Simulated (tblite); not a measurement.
Scan of H3N (cation, charge +1), doublet: map of symmetric stretch and umbrella angle. Scanned: N-H bond length and angle between the N-H bonds and the threefold axis (90 = planar).

Cartesian coordinates as functions of the variables (Å; names that start with a are angles):
```
N  0  0  0
H  r*sin(a)*cos(0*2*pi/3+0)  r*sin(a)*sin(0*2*pi/3+0)  0+r*cos(a)
H  r*sin(a)*cos(1*2*pi/3+0)  r*sin(a)*sin(1*2*pi/3+0)  0+r*cos(a)
H  r*sin(a)*cos(2*2*pi/3+0)  r*sin(a)*sin(2*2*pi/3+0)  0+r*cos(a)
```

Level of theory: tblite 0.5.0 with GFN2-xTB, 300 K electronic temperature.

Energy in eV above the lowest grid point; x is the N-H bond length (Å), y the angle between the N-H bonds and the threefold axis (90 = planar) (°).

| y \ x | 0.90 | 0.95 | 1 | 1.06 | 1.10 | 1.15 | 1.19 | 1.24 | 1.27 |
|---|---|---|---|---|---|---|---|---|---|
| 130 | 4.129 | 3.055 | 2.498 | 2.292 | 2.347 | 2.563 | 2.818 | 3.204 | 3.461 |
| 127.20 | 3.625 | 2.583 | 2.058 | 1.890 | 1.971 | 2.217 | 2.497 | 2.914 | 3.189 |
| 123.20 | 3.020 | 2.014 | 1.522 | 1.395 | 1.504 | 1.786 | 2.094 | 2.546 | 2.842 |
| 119.20 | 2.535 | 1.557 | 1.092 | 0.995 | 1.123 | 1.430 | 1.759 | 2.238 | 2.550 |
| 115.20 | 2.151 | 1.198 | 0.756 | 0.684 | 0.827 | 1.153 | 1.496 | 1.993 | 2.317 |
| 111.20 | 1.853 | 0.922 | 0.498 | 0.448 | 0.605 | 0.946 | 1.302 | 1.814 | 2.146 |
| 107.20 | 1.627 | 0.714 | 0.307 | 0.275 | 0.443 | 0.799 | 1.164 | 1.689 | 2.028 |
| 103.20 | 1.463 | 0.564 | 0.171 | 0.154 | 0.331 | 0.698 | 1.072 | 1.607 | 1.952 |
| 99.20 | 1.350 | 0.462 | 0.079 | 0.073 | 0.259 | 0.634 | 1.015 | 1.558 | 1.908 |
| 95.20 | 1.281 | 0.400 | 0.025 | 0.026 | 0.216 | 0.598 | 0.983 | 1.532 | 1.885 |
| 90 | 1.250 | 0.373 | 0.000 | 0.006 | 0.198 | 0.582 | 0.970 | 1.521 | 1.876 |

Points that lie below all their neighbours on the grid: x = 1, y = 90 on the edge of the grid (0.000 eV).
